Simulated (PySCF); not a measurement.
A calculated (PBE0, PySCF 2.14, aug-cc-pCVTZ, no relativity, point nucleus) atom or ion has these occupied shells.

```
shell  electrons  orbital energy (eV)  rms radius, mean of both spins (bohr)
 1s α          1              -57.063                                  0.677
 1s β          1              -56.983                                  0.677
 2p α          1               -2.408                                   5.03
```

Task: Name the element and its charge.

Result: Li (lithium, neutral), in [He] 2p1, 2P determinant (an excited configuration).
